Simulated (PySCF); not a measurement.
Computed properties of F3Ge, SMILES [F][Ge]([F])[F]

F₃Ge, SMILES [F][Ge]([F])[F] (connectivity only; charge and spin as stated), charge +1, multiplicity 1. Geometry optimised at PBE0-D3(BJ)/def2-SVP. The multiplicity is an assumed one; other spin states were not compared. The isomer is the one that the SMILES or the coordinates give; other isomers of the formula were not compared. Other conformers were not sampled. All values are computed for the isolated molecule unless a solvent is named; none is compared with measurement here.

**Structure.** The optimised structure has D3h symmetry. All 6 harmonic modes at PBE0-D3(BJ)/def2-SVP (PySCF) are real, so it is a minimum. With heavy atoms numbered as in [F:1][Ge:2]([F:3])[F:4], the shortest bond between them is F1–Ge2 at 1.661 Å and the longest Ge2–F4 at 1.661 Å.

**Vibrations.** The strongest infrared lines (harmonic, unscaled, degenerate partners summed) lie at 892 cm⁻¹ (120 km/mol, F 72 %, Ge 28 %), 212 cm⁻¹ (58 km/mol, F 84 %, Ge 16 %), 218 cm⁻¹ (51 km/mol, F 56 %, Ge 44 %). The softest mode is at 212 cm⁻¹ and the zero-point energy is 4.6 kcal/mol.

**Electronic structure.** PBE0/def2-TZVPD (PySCF) places the frontier levels at -19.96 and -10.95 eV, a gap of 9.01 eV and a mean polarisability of 21.8 bohr³.

**Excitations.** TDDFT-M06-2X/def2-SVPD (PySCF) has S1 at 7.57 eV (164 nm, f = 0.000, dark); the most intense of the 10 singlets computed lies at 8.14 eV (f = 0.09). Strengths of degenerate partners are summed. T1 (TDA) is at 7.14 eV. No vertical singlet excitation falls in the visible range (under 3.1 eV).

**NMR.** GIAO shifts at KT2/pcSseg-2 (PySCF) (non-relativistic, atoms alike by connectivity averaged): ¹⁹F at -80.5 ppm against CFCl3.
